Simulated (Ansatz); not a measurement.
A short molecular-dynamics run on the cluster Na₂Cl₂⁺.

```yaml
crystal:
  periodic: [false, false, false]
  atoms:
    - {symbol: Na, position_ang: [0.278820, -2.280970, -0.012923]}
    - {symbol: Na, position_ang: [-0.280064, 2.280693, 0.013177]}
    - {symbol: Cl, position_ang: [1.314357, 0.159732, 0.000987]}
    - {symbol: Cl, position_ang: [-1.313124, -0.159465, -0.001231]}
basis:
  gaussian: {orbitals: def2-SVP}
total_charge: 1
magnetization: {spin_polarized: true, initial_magnetization: 1}
hamiltonian: {xc: {name: revPBE}, dispersion: d3bjatm}
md: {timestep: 2 fs, n_steps: 15, ensemble: nve, temperature: 1500, initial_velocities: maxwell_boltzmann, seed: 175}
scf: {omitted_lower_state_checks: [starts]}
```

```sh
$ ansatz run in.yaml --threads 4 --pin off --events-out ev --progress --plain --max-ram 3916MiB
```

```
step  time (fs)  potential energy (eV)  kinetic (eV)  T (K)  conserved (eV)
   0        0.0            -33857.8013        0.3878   1500     -33857.4135
   1        2.0            -33857.8119        0.3984   1541     -33857.4135
   2        4.0            -33857.8177        0.4042   1563     -33857.4135
   3        6.0            -33857.8187        0.4052   1567     -33857.4134
   4        8.0            -33857.8152        0.4018   1554     -33857.4134
   5       10.0            -33857.8077        0.3943   1525     -33857.4134
   6       12.0            -33857.7965        0.3832   1482     -33857.4133
   7       14.0            -33857.7822        0.3690   1427     -33857.4133
   8       16.0            -33857.7655        0.3522   1362     -33857.4133
   9       18.0            -33857.7467        0.3335   1290     -33857.4132
  10       20.0            -33857.7265        0.3133   1212     -33857.4132
  11       22.0            -33857.7052        0.2921   1130     -33857.4132
  12       24.0            -33857.6835        0.2704   1046     -33857.4131
  13       26.0            -33857.6616        0.2485    961     -33857.4131
  14       28.0            -33857.6400        0.2269    878     -33857.4131
  15       30.0            -33857.6190        0.2059    797     -33857.4131
```

Velocities are drawn at the set temperature; a run this short doesn't reach equilibrium.

Frames (Å, forces in eV/Å):

```xyz
4
time=0.0 fs
Na    0.279   -2.281   -0.013    0.014   -0.120   -0.001
Na   -0.280    2.281    0.013   -0.012    0.121    0.001
Cl    1.314    0.160    0.001    0.501    0.064    0.000
Cl   -1.313   -0.159   -0.001   -0.504   -0.065    0.000
4
time=2.0 fs
Na    0.290   -2.301   -0.021   -0.009   -0.026    0.000
Na   -0.272    2.293    0.006   -0.020    0.071    0.001
Cl    1.317    0.164    0.006    0.399    0.025    0.000
Cl   -1.328   -0.159    0.004   -0.370   -0.070   -0.001
4
time=4.0 fs
Na    0.300   -2.321   -0.029   -0.028    0.060    0.002
Na   -0.265    2.305   -0.002   -0.027    0.023    0.001
Cl    1.321    0.168    0.011    0.299   -0.012   -0.001
Cl   -1.344   -0.158    0.009   -0.243   -0.071   -0.002
4
time=6.0 fs
Na    0.311   -2.341   -0.036   -0.045    0.137    0.005
Na   -0.257    2.318   -0.010   -0.034   -0.023    0.002
Cl    1.325    0.172    0.016    0.204   -0.045   -0.003
Cl   -1.360   -0.157    0.014   -0.125   -0.068   -0.005
4
time=8.0 fs
Na    0.322   -2.361   -0.044   -0.060    0.206    0.008
Na   -0.249    2.330   -0.017   -0.040   -0.067    0.004
Cl    1.329    0.177    0.021    0.115   -0.075   -0.005
Cl   -1.376   -0.156    0.019   -0.015   -0.063   -0.007
4
time=10.0 fs
Na    0.332   -2.380   -0.052   -0.072    0.267    0.012
Na   -0.242    2.342   -0.025   -0.045   -0.109    0.006
Cl    1.333    0.181    0.026    0.032   -0.102   -0.007
Cl   -1.392   -0.156    0.024    0.085   -0.057   -0.011
4
time=12.0 fs
Na    0.343   -2.399   -0.060   -0.082    0.322    0.016
Na   -0.234    2.354   -0.033   -0.049   -0.148    0.008
Cl    1.338    0.185    0.031   -0.044   -0.125   -0.010
Cl   -1.407   -0.155    0.029    0.176   -0.049   -0.014
4
time=14.0 fs
Na    0.353   -2.418   -0.068   -0.091    0.369    0.020
Na   -0.227    2.366   -0.040   -0.053   -0.184    0.010
Cl    1.342    0.189    0.036   -0.114   -0.145   -0.013
Cl   -1.423   -0.155    0.034    0.258   -0.040   -0.018
4
time=16.0 fs
Na    0.363   -2.436   -0.075   -0.098    0.411    0.025
Na   -0.219    2.378   -0.048   -0.056   -0.217    0.013
Cl    1.346    0.192    0.041   -0.176   -0.163   -0.016
Cl   -1.439   -0.154    0.039    0.330   -0.031   -0.022
4
time=18.0 fs
Na    0.373   -2.453   -0.083   -0.104    0.448    0.029
Na   -0.212    2.389   -0.055   -0.058   -0.248    0.016
Cl    1.350    0.196    0.046   -0.232   -0.178   -0.019
Cl   -1.454   -0.154    0.044    0.395   -0.021   -0.026
4
time=20.0 fs
Na    0.383   -2.469   -0.091   -0.109    0.480    0.033
Na   -0.205    2.399   -0.063   -0.060   -0.276    0.019
Cl    1.353    0.199    0.051   -0.282   -0.191   -0.023
Cl   -1.468   -0.154    0.049    0.452   -0.012   -0.030
4
time=22.0 fs
Na    0.392   -2.485   -0.098   -0.114    0.507    0.038
Na   -0.198    2.410   -0.071   -0.062   -0.302    0.022
Cl    1.357    0.202    0.056   -0.325   -0.202   -0.026
Cl   -1.482   -0.153    0.053    0.501   -0.004   -0.034
4
time=24.0 fs
Na    0.402   -2.500   -0.106   -0.117    0.531    0.042
Na   -0.191    2.419   -0.078   -0.064   -0.325    0.026
Cl    1.360    0.205    0.061   -0.364   -0.211   -0.030
Cl   -1.496   -0.153    0.058    0.545    0.005   -0.037
4
time=26.0 fs
Na    0.411   -2.514   -0.113   -0.121    0.552    0.046
Na   -0.184    2.429   -0.085   -0.065   -0.345    0.029
Cl    1.362    0.208    0.066   -0.397   -0.219   -0.034
Cl   -1.509   -0.153    0.063    0.582    0.012   -0.041
4
time=28.0 fs
Na    0.420   -2.526   -0.121   -0.123    0.569    0.050
Na   -0.177    2.437   -0.093   -0.066   -0.363    0.032
Cl    1.364    0.210    0.071   -0.425   -0.225   -0.038
Cl   -1.521   -0.152    0.068    0.614    0.019   -0.045
4
time=30.0 fs
Na    0.429   -2.538   -0.128   -0.125    0.584    0.055
Na   -0.171    2.445   -0.100   -0.067   -0.379    0.036
Cl    1.366    0.212    0.075   -0.449   -0.230   -0.042
Cl   -1.533   -0.152    0.072    0.642    0.026   -0.049
```

Hardware: 4 threads of Arm Neoverse V1 on a shared host. Wall time 21 s.
